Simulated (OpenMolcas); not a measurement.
Consider [Cu2(μ-Cl)2(NH3)4]2+, a planar model complex in vacuum (2 bridging Cl, bridge angle 88°, metal-metal distance 3.28 Å, Cu–Cl 2.36 Å; typed geometry, not optimised).

```xyz
20

Cu    -1.6422     0.0000     0.0000
Cu     1.6422     0.0000     0.0000
Cl     0.0000     1.7005     0.0000
Cl     0.0000    -1.7005     0.0000
N     -3.0776     1.4354     0.0000
H     -3.3594     1.7172     0.9389
H     -2.7845     2.2922    -0.4695
H     -3.9344     1.1423    -0.4694
N     -3.0776    -1.4354     0.0000
H     -3.3594    -1.7172     0.9389
H     -3.9344    -1.1423    -0.4695
H     -2.7844    -2.2922    -0.4694
N      3.0776     1.4354     0.0000
H      3.3594     1.7172     0.9389
H      3.9344     1.1423    -0.4695
H      2.7844     2.2922    -0.4694
N      3.0776    -1.4354     0.0000
H      3.3594    -1.7172     0.9389
H      2.7845    -2.2922    -0.4695
H      3.9344    -1.1423    -0.4694
```

Q: Give the energies of the total-spin states at CASSCF(2,2) on the singly occupied d orbitals (ANO-RCC-VDZP on Cu, Cl, N and ANO-RCC-VDZ on H, scalar-relativistic DKH2, RICD, no spin-orbit coupling, OpenMolcas), and the exchange constant.

A: Local spins 1/2 and 1/2.

```tsv
total S	E (cm⁻¹)	natural occupations, lowest and highest
1	0.0	1.000, 1.000
0	17.0	0.991, 1.009
```

J = 8.5 cm⁻¹ (ferromagnetic).

J is defined by H = −2J S1·S2, so negative values are antiferromagnetic. Wave-function values come from the highest and lowest total spin; broken-symmetry values use Yamaguchi's formula with the computed ⟨S²⟩. The active space holds the singly occupied metal orbitals alone, without bridging-ligand orbitals. No row is a measured value.
